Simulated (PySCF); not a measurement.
**How methods differ on the ionisation energy of Ar(8+)**

Ar(8+) [Ne] → Ar(9+) [He] 2s2 2p5 [2p1/2^2 2p3/2^3, M_J = 3/2], as a difference of total energies. Calculation: PySCF 2.14, in an even-tempered Gaussian basis (18 s from 0.97 bohr⁻², ratio 2.4; 12 p from 1.3 bohr⁻², ratio 2.4; 5 d from 8.6 bohr⁻², ratio 2.6; 5 f from 13 bohr⁻², ratio 2.6); the two-component X2C-1e Hamiltonian. Correlated levels: nothing frozen; the 34 highest virtual spinors dropped. "Screened" scales the spin-orbit matrix elements by Boettger's factors to mimic the two-electron term; Breit and QED terms are absent.

```
                    method  ionisation energy (eV)
           GHF (spin-free)                  421.75
          GMP2 (spin-free)                  423.19
 GHF (screened spin-orbit)                  420.97
GMP2 (screened spin-orbit)                  422.41
```

**Question.** How much does correlation contribute at GMP2 (screened spin-orbit)?

**Answer.** 422.41 − (420.97) = 1.44 eV, measured against GHF (screened spin-orbit).

For comparison: 422.6 ± 0.06 eV (semi-empirical (NIST evaluation); NIST Atomic Spectra Database, ionization energies).
